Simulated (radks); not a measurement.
Results of a calculation; reference values are marked as such.
Question: Species: Gd14+. Configuration: [Kr] 4d8 4f2 5s2 5d2 (not the ground configuration). Code: a radial shooting solver on a logarithmic mesh with Libxc functionals. Model: scalar-relativistic Kohn-Sham, PBE, spin-polarised, spherical densities, point nucleus; open shells are filled with parallel spins first (spin-orbit coupling, left out, can overturn this in heavy ions). Some entries of the table are withheld. Estimate them.

orbital  occ.  eigenvalue (eV)  r(max) (bohr)  <r^2> (bohr^2)
1s up       1        -50440.53        0.01392       0.0006547
1s down     1        -50440.51        0.01392       0.0006547
2s up       1        -8610.470        0.07900         0.01028
2s down     1        -8608.789        0.07900         0.01027
2p up       3        -7698.734        0.06395        0.008284
2p down     3        -7697.409        0.06395        0.008282
3s up       1        -2170.595         0.2242         0.06810
3s down     1        -2168.501         0.2241         0.06800
3p up       3        -1888.252         0.2200         0.06824
3p down     3        -1886.071         0.2199         0.06812
3d up       5        -1516.360         0.1800         0.05726
3d down     5        -1514.000         0.1800         0.05715
4s up       1        -686.2858         0.5089          0.3252
4s down     1        -679.8974         0.5089          0.3256
4p up       3        -589.9442         0.5282          0.3582
4p down     3        -583.6734         0.5283          0.3588
4d up       5        -456.7544         0.5402          0.4001
4d down     3        -450.5408         0.5405          0.4012
4f up       2        -309.1991         0.5024          0.4440
4f down     0        -303.2018         0.5025          0.4456
5s up       1        -294.1230          1.044             (1)
5s down     1        -288.9086          1.044             (2)
5d up       2        -212.1362          1.228           1.792
5d down     0        -207.2829          1.232           1.817

Answer: 
(1) 5s up <r^2> (bohr^2): 1.278
(2) 5s down <r^2> (bohr^2): 1.284
